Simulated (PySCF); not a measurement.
C$_{5}$H$_{12}$Si$_{3}$: full NMR table

| Item | Value |
| --- | --- |
| Formula | C5H12Si3 |
| SMILES | C#C[Si@H](C=C)C([SiH3])[SiH3] |
| InChI | InChI=1S/C5H12Si3/c1-3-8(4-2)5(6)7/h1,4-5,8H,2H2,6-7H3/t8-/m1/s1 |
| Point group of the computed structure | C1 |
| Degrees of unsaturation | 3 |
| Carbon signals | 5 |
| Proton signals | 8 |

Bonds (- single, = double, # triple, : aromatic): C1#C2, C2-Si3, Si3-C4, C4=C5, Si3-C6, C6-Si7, C6-Si8. C1 carries H9; Si3 carries H10; C4 carries H11; C5 carries H12, H13; C6 carries H14; Si7 carries H15, H16, H17; Si8 carries H18, H19, H20. Stereochemistry as in C#C[Si@H](C=C)C([SiH3])[SiH3]. H12 is cis to Si3; H13 is trans to Si3.

Relativity neglected, a single conformation, no solvent, one averaged value for each set of equivalent atoms. GFN2-xTB structure; shielding tensors at PBE0/pcSseg-1 (GIAO); PySCF.

Referencing at the same level of theory: ¹H (σ = 31.72 ppm) and ¹³C (σ = 186.93 ppm) and ²⁹Si (σ = 349.16 ppm) vs TMS.

| carbon | δC, type | δH (multiplicity) | HMBC from (2–3 bonds) | span of the C tensor (ppm) |
| --- | --- | --- | --- | --- |
| C1 | 105.9, CH | 2.07 (d) | H10 | 249 |
| C2 | 87.8, C | – | H11, H10, H9, H14 | 289 |
| C4 | 137.0, CH | 6.33 (m) | H13, H12, H10, H14 | 246 |
| C5 | 146.5, CH2 | H12 6.49 (m); H13 6.70 (m) | H11, H10 | 255 |
| C6 | -14.5, CH | -0.63 (m) | H11, H10, H15/H16/H17, H18/H19/H20 | 28 |

Other nuclei:
```
      atoms  nucleus                          environment  δ (ppm)  σ (ppm)
        H10       ¹H  hydrogen on a silicon bonded to 3 C     5.10    26.61
H15/H16/H17       ¹H    hydrogen on a silicon bonded to C     4.11    27.61
H18/H19/H20       ¹H    hydrogen on a silicon bonded to C     4.03    27.69
        Si3     ²⁹Si             silicon bonded to 3 C, H    -43.1    392.2
        Si8     ²⁹Si             silicon bonded to C, 3 H    -72.4    421.6
        Si7     ²⁹Si             silicon bonded to C, 3 H    -73.8    423.0
```

1. Carbon types of the structure: 1 × C, 3 × CH, 1 × CH2, leaving 7 H on heteroatoms.
2. δC 146.5: terminal =CH2 carbon; the olefinic region.
3. δC 137.0: alkene CH; an sp2 carbon of a C=C bond.
4. δC 105.9: terminal alkyne carbon.
5. δC 87.8: alkyne carbon; the triple bond shields along its axis, which puts it between sp3 and sp2 carbons.
6. δC -14.5: sp3 CH bonded to 3 Si; an electropositive neighbour leaves it electron-rich and shielded.

Shifts are as computed. Against solution values, carbons near 30 ppm lie about +3 ppm off and those near 130 ppm about +5 ppm. Of 1211 compounds with measured shifts, 218 miss one by over three times the rms of a fit or turn the order of signals round; such compounds aren't used in these exercises. Multiplicities follow the n + 1 count of equivalent neighbours, as no J values were calculated; m marks all less simple cases, F and P coupling included.
